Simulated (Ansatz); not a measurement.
C$_{8}$H$_{4}$Ti, SMILES `C#[C][Ti]([C]#C)([C]#C)[C]#C`, relaxed with RKS PBE0-D4/def2-TZVP in the Gaussian-basis code of Ansatz from a PBE-D4/def2-SVP geometry. The force threshold is 0.005 eV/Å; the program also tests the step.

Charge 0, multiplicity 1.

Start:

```xyz
13

C    -1.395    1.944    2.222
C    -0.865    1.205    1.376
Ti   -0.005    0.005    0.006
C    -0.287    0.771   -1.836
C    -0.456    1.233   -2.975
C    -0.830   -1.830    0.101
C    -1.337   -2.961    0.159
C     1.971   -0.130    0.374
C     3.190   -0.218    0.592
H    -1.857    2.590    2.960
H    -0.603    1.637   -3.971
H    -1.780   -3.950    0.209
H     4.255   -0.296    0.782
```

```csv
step,energy (eV),largest force (eV/Å),largest move (Å)
1,-31455.3623,1.996,0.000
2,-31455.4993,0.150,0.045
3,-31455.5009,0.005,0.006
4,-31455.5009,0.003,0.002
5,-31455.5009,0.005,0.010
6 (rejected),-31455.5003,0.165,0.002
7,-31455.5009,0.001,0.001
```

End:

```xyz
13

C    -1.377    1.923    2.193
C    -0.858    1.198    1.366
Ti    0.000    0.000    0.000
C    -0.286    0.765   -1.835
C    -0.458    1.227   -2.947
C    -0.827   -1.828    0.100
C    -1.327   -2.935    0.160
C     1.970   -0.134    0.370
C     3.163   -0.216    0.593
H    -1.833    2.560    2.919
H    -0.609    1.633   -3.923
H    -1.766   -3.906    0.213
H     4.209   -0.288    0.789
```

Hardware: 2 threads of an AMD EPYC 7R13 on a shared host and a share of an NVIDIA H100 80 GB. Wall time 36 s, peak host memory 1 GiB.
